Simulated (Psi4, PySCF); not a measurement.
C3H9FMgSi (SMILES C[Si](C)(C)[Mg][F]), singlet, at a GFN2-xTB geometry (such geometries of metal compounds can be far from the true shape), atoms displaced at random by about 0.08 Å a coordinate. Base run: B3LYP/STO-3G, gradient in PySCF.

Here is a job for PySCF.
```python
from pyscf import gto, scf, dft

mol = gto.M(
    atom='''
Mg    0.69066818    1.37334765    0.84802447
F     1.26705162    2.61348891    1.64535286
Si   -0.25064235   -0.59356083   -0.37038024
C    -2.30300550   -0.59267709   -0.13800609
C     0.44131680   -2.11300139    0.32169085
C     0.15364758   -0.53014110   -2.19015268
H    -2.58366828   -1.54461451   -0.60324587
H    -2.49493571   -0.64716492    0.87537222
H    -2.68939640    0.31937382   -0.59437310
H     0.14974080   -2.24622487    1.37308735
H     1.48817152   -2.26250498    0.29431430
H    -0.07770026   -3.14556398   -0.15562082
H     1.16488708   -0.53711094   -2.46497770
H    -0.14893995    0.26598398   -2.59746443
H    -0.25351928   -1.30119608   -2.80756476
''',
    basis='sto-3g',
    verbose=3,
)

mf = dft.RKS(mol)
mf.xc = 'b3lyp'
mf.kernel()
g = mf.nuc_grad_method()
grad = g.kernel()
```

Programs used: Psi4, PySCF; a row that names a program was run with it.

The coordinate followed is y of atom 12.

Variants of this job, named by their change:

```json
[
 {"change": "base", "dE/dx (Eh/bohr)": "-0.063395", "net force (Eh/bohr)": "0.000317"},
 {"change": "finite difference step (bohr) = 0.05; conv_tol = 1e-11", "dE/dx (Eh/bohr)": "-0.063274", "net force (Eh/bohr)": "-"},
 {"change": "grids.level = 0; grid_response = on", "dE/dx (Eh/bohr)": "-0.065979", "net force (Eh/bohr)": "0.000000"},
 {"change": "code = psi4", "dE/dx (Eh/bohr)": "-0.063371", "net force (Eh/bohr)": "0.000202"},
 {"change": "grids.level = 1; grid_response = off", "dE/dx (Eh/bohr)": "-0.063397", "net force (Eh/bohr)": "0.000958"},
 {"change": "finite difference step (bohr) = 0.2; conv_tol = 1e-11", "dE/dx (Eh/bohr)": "-0.061475", "net force (Eh/bohr)": "-"},
 {"change": "conv_tol = 1e-11", "dE/dx (Eh/bohr)": "-0.063395", "net force (Eh/bohr)": "0.000317"},
 {"change": "conv_tol = 1e-4", "dE/dx (Eh/bohr)": "-0.063410", "net force (Eh/bohr)": "0.000317"},
 {"change": "finite difference step (bohr) = 1e-4; conv_tol = 1e-11", "dE/dx (Eh/bohr)": "-0.063394", "net force (Eh/bohr)": "-"},
 {"change": "grids.level = 1; grid_response = on", "dE/dx (Eh/bohr)": "-0.063393", "net force (Eh/bohr)": "0.000000"},
 {"change": "grid_response = on", "dE/dx (Eh/bohr)": "-0.063394", "net force (Eh/bohr)": "0.000000"},
 {"change": "density fitting = on; auxbasis_response = off", "dE/dx (Eh/bohr)": "-0.063307", "net force (Eh/bohr)": "0.002491"}
]
```

The net force is zero for an exact gradient.
